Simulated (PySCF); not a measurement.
Al(F)2(SeH) (AlF2HSe), SMILES [F][Al]([F])[SeH]. Geometry optimised at r2SCAN-D4/def2-SVP. The values are those of a single conformer.

Give the equilibrium geometry at r2SCAN-D4/def2-SVP (PySCF confirms it by a frequency run) as bond lengths and angles, and its point group. (Estimate from the structure and the level; the computed values follow.)

One answer among several that fit: point group Cs.
Atoms: Al1 F2 F3 Se4 H5. Bond lengths (Å): Al1–F2 1.654, Al1–F3 1.655, Al1–Se4 2.283, Se4–H5 1.473. Angles (°): F2–Al1–F3 118.9, F2–Al1–Se4 120.3, F3–Al1–Se4 120.8, Al1–Se4–H5 89.9.
